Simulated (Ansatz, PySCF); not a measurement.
Molecule: dichloro(dimethyl)silane, C2H6Cl2Si, net charge 0, singlet state. SMILES: Cl[Si](C)(Cl)C
Structure (B3LYP-D3(BJ)/def2-TZVP (Ansatz, an electronic-structure program) minimum search):
```
Si
C 1 1.8548
H 2 1.0902 1 110.69
H 2 1.0918 3 108.46 1 121.08
H 2 1.0918 3 108.46 4 117.85
C 1 1.8548 2 114.29 3 -180.00
H 6 1.0902 1 110.69 2 180.00
H 6 1.0918 7 108.46 1 -121.08
H 6 1.0918 7 108.46 8 -117.85
Cl 1 2.0697 2 108.64 3 58.51
Cl 1 2.0697 2 108.64 3 -58.51
```
Charge 0, spin multiplicity 1.

Wanted: vertical ionisation energy (to the doublet state of charge +1; each state is the SCF solution reached for its spin; for the doublet the Hartree-Fock reference is unstable and T1 is 0.032), in eV. Correlated levels leave the core frozen unless marked. UHF or UKS for open shells. No spin-orbit coupling. Non-relativistic. 

| level | program | vertical ionisation energy (eV) |
|---|---|---|
| HF/aug-cc-pV(T+d)Z | Ansatz | 10.61 |
| SVWN5/def2-TZVPD | Ansatz | 10.18 |
| PBE/def2-TZVPD | Ansatz | 10.04 |
| r2SCAN/def2-TZVPD | Ansatz | 10.27 |
| B3LYP/def2-TZVPD | Ansatz | 10.47 |
| PBE0/def2-TZVPD | Ansatz | 10.52 |
| BHLYP/def2-TZVPD | Ansatz | 10.88 |
| CAM-B3LYP/def2-TZVPD | Ansatz | 10.84 |
| wB97M-V/def2-TZVPD | Ansatz | 10.88 |
| wB97X-V/def2-TZVPD | Ansatz | 10.96 |
| B2PLYP/def2-TZVPD | Ansatz | 10.66 |
| RI-MP2/aug-cc-pV(T+d)Z | Ansatz | 11.66 |
| CCSD/aug-cc-pV(D+d)Z | Ansatz | 11.00 |
| CCSD(T)/aug-cc-pV(D+d)Z | Ansatz | 10.88 |

For comparison, minus the highest occupied orbital energy (PySCF): 11.85 eV at HF/def2-TZVPD, 7.96 eV at TPSSh/def2-TZVPD, 7.45 eV at SVWN5/def2-TZVPD.
